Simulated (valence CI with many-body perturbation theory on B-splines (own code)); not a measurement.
Values are calculated unless marked as measured or tabulated.
# Hyperfine factors and g values of Ir45+

Method: relativistic CI+MBPT: four valence electrons over a frozen Dirac-Fock core [Ar] 3d10, a basis of 11 s, 11 p, 10 d, 8 f, 5 g, 2 h functions for each j, with the one-electron correlation potential Σ1 (screened to all orders), the two-electron term Σ2, the three-electron term Σ3, Breit, model QED; selected single and double excitations, second order for the rest, scaled by the run's own slope (own B-spline code, finite nucleus).

The last digits are not significant, and no measured levels were compared; by estimate large intervals hold to a few tenths of a per cent, small ones and those within an open d or f shell to about a per cent. Among the levels kept, up to 420 cm⁻¹ of a level comes from second order outside the variational space, and about a tenth of that is noise between levels of different J, which matters for small intervals.

A/g_I is the dipole constant over the nuclear g factor μ/I (μ in nuclear magnetons, uniformly magnetised nucleus), B/Q the quadrupole constant per barn. Both hold the static response of the core; the bare values leave it out. Large factors of s and p1/2 electrons are usually good to 5 to 10 %; those of open d and f shells near neutrality can be off by tens of per cent, and small factors of p3/2, d and f electrons come from cancelling terms and can be off by a factor of two or in sign, in half-filled shells by more. B is blank for J = 1/2, where it vanishes, and for nearly pure S terms. Energies count from the lowest level. Levels with J = 0 are left out.

Levels are named by their leading jj configuration (3d3/2^4 stands for four electrons in 3d with j = 3/2), which in mixed levels can hold well under half, so a name can repeat and another be missing. Letters in brackets count levels of one name in rising energy.

```tsv
Level	E (Ry)	g	A/g_I (MHz)	A/g_I bare	B/Q (MHz/b)	B/Q bare
(4s^2 4p1/2 4p3/2) J=1	8.395	1.496	-71900	-70400	69300	67200
(4s^2 4p1/2 4p3/2) J=2	8.729	1.174	208000	202000	124000	121000
(4s 4p1/2^2 4p3/2) J=2	16.031	1.556	524000	507000	126000	122000
(4s 4p1/2^2 4p3/2) J=1	17.174	1.072	-379000	-367000	87700	85100
(4s^2 4p3/2^2) J=2	17.378	1.315	69900	67300	14100	13700
(4s^2 4p1/2 4d3/2) J=2	20.430	0.761	181000	176000	27100	26700
(4s^2 4p1/2 4d3/2) J=1	21.864	0.857	-133000	-128000	10700	10600
(4s^2 4p1/2 4d5/2) J=2	22.803	1.357	7050	7460	8400	8420
(4s^2 4p1/2 4d5/2) J=3	22.958	1.135	142000	139000	7760	7940
(4s 4p1/2 4p3/2^2) J=2 [a]	24.407	1.469	263000	255000	51900	50400
(4s 4p1/2 4p3/2^2) J=3	24.960	1.300	437000	423000	16700	16400
(4s 4p1/2 4p3/2^2) J=1 [a]	25.879	1.284	591000	572000	-104000	-101000
(4s 4p1/2 4p3/2^2) J=2 [b]	26.057	1.090	8140	7880	-19700	-19200
(4s 4p1/2 4p3/2^2) J=1 [b]	26.175	1.359	125000	121000	65200	63200
(4s 4p1/2^2 4d3/2) J=1	28.160	0.426	-431000	-417000	11900	11700
(4s 4p1/2^2 4d3/2) J=2	28.430	1.152	472000	458000	22200	21900
(4s^2 4p3/2 4d3/2) J=2	30.068	1.049	39500	38600	-6630	-6400
(4s^2 4p3/2 4d3/2) J=1	30.188	1.123	54700	53400	-61800	-60100
(4s^2 4p3/2 4d3/2) J=3	30.243	1.109	55900	54600	138000	134000
(4s 4p1/2^2 4d5/2) J=3	30.512	1.357	323000	313000	20800	20500
(4s 4p1/2^2 4d5/2) J=2	31.071	1.044	-257000	-248000	3030	3340
(4s^2 4p3/2 4d5/2) J=4	31.143	1.245	34200	33500	168000	163000
(4s^2 4p3/2 4d5/2) J=2	31.348	1.272	73000	71400	-95000	-92000
(4s^2 4p3/2 4d5/2) J=3	32.564	1.185	37700	36900	10400	10400
(4s^2 4p3/2 4d5/2) J=1	32.738	1.090	-31900	-29300	18300	17800
(4p1/2^2 4p3/2^2) J=2	33.749	1.271	57900	56500	27900	27200
(4s 4p3/2^3) J=2	34.351	1.407	486000	471000	-136000	-132000
(4s 4p3/2^3) J=1	35.425	1.180	-376000	-364000	-47500	-46000
(4s^2 4p1/2 4f5/2) J=3	35.840	0.868	67100	65600	55100	53000
(4s 4p1/2 4p3/2 4d3/2) J=1 [a]	35.919	1.164	218000	212000	-66300	-64400
(4s 4p1/2 4p3/2 4d3/2) J=2 [a]	35.934	1.072	125000	121000	-28400	-27500
(4s 4p1/2 4p3/2 4d3/2) J=3 [a]	36.180	1.124	289000	280000	-2350	-2260
(4s^2 4p1/2 4f5/2) J=2	36.429	0.915	-36500	-34500	-7180	-7340
(4s 4p1/2 4p3/2 4d3/2) J=4	36.457	1.135	244000	237000	82900	80200
```

Task: Take the isotope of mass number 191, with I = 3/2, μ = 0.1502 μN and Q = 0.816 b. What is the hyperfine structure of (4s^2 4p3/2^2) J=2?

Result: From the table A = 6990 MHz, B = 11500 MHz. Shifts from the centre of gravity in MHz: F = 1/2: -21400, F = 3/2: -21000, F = 5/2: -10700, F = 7/2: 23800.
